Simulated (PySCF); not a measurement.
A PySCF script (with the pyscf-properties extension) for the NMR shieldings of SMILES C=C(C)B(C)P, C$_{4}$H$_{10}$BP, on a GFN2-xTB geometry:

```python
import basis_set_exchange as bse
import numpy as np
from pyscf import gto, dft
from pyscf.prop import nmr

atoms = """
C    -1.827235    0.479670   -0.794970
C    -0.858697    0.117635    0.050249
C    -1.200538   -0.187832    1.484578
B     0.612265   -0.053834   -0.434597
C     1.611734   -1.003971    0.333191
P     1.184029    0.778883   -2.034247
H    -2.863552    0.548442   -0.498631
H    -1.615655    0.698966   -1.831090
H    -0.561333    0.384287    2.154957
H    -2.239899    0.046888    1.703537
H    -1.032740   -1.243635    1.692203
H     2.492226   -1.268313   -0.250801
H     1.968126   -0.501347    1.233852
H     1.143159   -1.927348    0.669913
H     0.700444    2.056778   -1.826916
H     2.480066    1.083673   -1.662639
"""
names = dict.fromkeys(["C", "B", "P", "H"], "pcSseg-1")
basis = {el: gto.basis.parse(bse.get_basis(n, elements=[el], fmt="nwchem")) for el, n in names.items()}
mol = gto.M(atom=atoms, basis=basis, charge=0, verbose=0)
mf = dft.RKS(mol, xc="PBE0")
mf.grids.level = 2
mf.grids.alignment = dft.numint.BLKSIZE   # the property module wants whole blocks of grid points
mf.conv_tol = 1e-9
mf.kernel()

calc = nmr.RKS(mf)   # GIAO
C = mf.mo_coeff
Co = C[:, mf.mo_occ > 0]
resp = mf.gen_response(singlet=True, hermi=2)
def vind(x):   # induced exchange potential for any number of trial vectors
    d = np.einsum("pi,xij,qj->xpq", C, 2 * x.reshape(-1, C.shape[1], Co.shape[1]), Co, optimize=True)
    return np.einsum("xpq,pi,qj->xij", resp(d - d.transpose(0, 2, 1)), C, Co, optimize=True).ravel()
mo1, _ = nmr.rhf.solve_mo1(calc, with_cphf=vind)
sigma = calc.kernel(mo1)
for i, s in enumerate(sigma):   # ppm
    print("%2d %-2s %9.2f" % (i, mol.atom_pure_symbol(i), np.trace(s) / 3))
```

Problem. What are the results?

Solution. 
```
 0 C      45.67
 1 C      24.48
 2 C     161.94
 3 B      13.51
 4 C     172.28
 5 P     520.39
 6 H      25.56
 7 H      25.69
 8 H      29.82
 9 H      29.92
10 H      29.43
11 H      30.25
12 H      30.90
13 H      30.57
14 H      29.16
15 H      29.47
```

These numbers come from an equivalent density-fitted implementation of the same equations, which agrees with the script to about 0.01 ppm for H and up to a few tenths of a ppm for heavy atoms, so last digits may differ.

Size and cost of the density-fitted run: 159 basis functions, 35 s wall time on 1 thread of an Arm Neoverse N1, shared host; peak memory 0.73 GiB.
